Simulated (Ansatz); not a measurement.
The first iterations of a band of C$_{2}$H$_{6}$BF (10 atoms, charge 0, multiplicity 1).

These are results of RKS PBE0/6-31G* (Ansatz 0.2.0), not measurements.

* movable images: 6
* climbing image: no
* spring: 5.0 eV/Å²
* optimiser: quadratic models (default)
* start path: IDPP
* force threshold: 0.05 eV/Å
* iteration limit: 60
* end points: relaxed

First end point:

```xyz
10
Properties=species:S:1:pos:R:3
C -0.893 0.750 -0.296
C -0.031 -0.174 0.562
B 1.208 -0.820 -0.137
F 1.467 -0.570 -1.416
H -1.293 0.223 -1.168
H -1.741 1.153 0.267
H -0.311 1.597 -0.673
H -0.632 -0.999 0.979
H 0.337 0.349 1.459
H 1.973 -1.560 0.425
```

Last end point:

```xyz
10
Properties=species:S:1:pos:R:3
C -0.683 0.947 -0.293
C 0.169 0.015 0.566
B 0.752 -1.249 -0.145
F 0.494 -1.482 -1.427
H -0.110 1.340 -1.140
H -1.549 0.422 -0.708
H -1.055 1.802 0.281
H -0.396 -0.341 1.442
H 1.018 0.556 1.014
H 1.444 -2.060 0.414
```

| iteration | highest image above the first end (eV) | largest band force component (eV/Å) |
| --- | --- | --- |
| 1 | 0.127 | 0.618 |
| 2 | 0.087 | 0.272 |

Question: Does the band converge within its limit, and where does its top end?

Answer: The run converged. It ended after 5 iterations with the highest image 0.084 eV above the first end. No image climbed, so the highest image needn't sit at the top of the path.

Run time: 2.2 min on 1 thread of AMD EPYC (Zen 3) (shared host), peak memory 0.15 GiB.
